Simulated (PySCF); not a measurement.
**He: excitation energy**

He 1s2 (1S) → He 1s1 2p1 (3P), as a difference of total energies. All numbers are calculated (PySCF 2.14, the non-relativistic Hamiltonian (point nucleus), in dyall-acv3z (10s3p2d, 29 functions)). Correlated levels: valence: nothing frozen; virtual orbitals above 40 to 60 times the deepest correlated orbital energy dropped. The calculations carry no spin-orbit coupling.

| method | excitation energy (eV) | error (eV) |
| --- | --- | --- |
| UHF | 23.328 | +2.364 |
| LDA | 23.635 | +2.671 |
| PBE | 23.636 | +2.672 |
| PBE0 | 23.735 | +2.771 |
| r2SCAN | 23.992 | +3.028 |
| PW91 | 23.715 | +2.751 |
| r2SCAN0 | 24.029 | +3.065 |
| revPBE | 23.770 | +2.806 |
| wB97X | 24.208 | +3.244 |
| MP2 (valence) | 24.171 | +3.207 |
| SCS-MP2 (valence) | 24.414 | +3.450 |

Reference: 20.964 eV (measured; NIST levels, between the centres of gravity of the two terms).

Errors of the correlated levels include the incompleteness of this basis.

The promoted electron is Rydberg-like, and one or two diffuse shells describe it only roughly, which tends to raise the upper state.

In the upper state the promoted electron has a positive orbital energy at LDA, PBE, PBE0, r2SCAN, PW91, r2SCAN0, revPBE, wB97X, so the basis confines it.
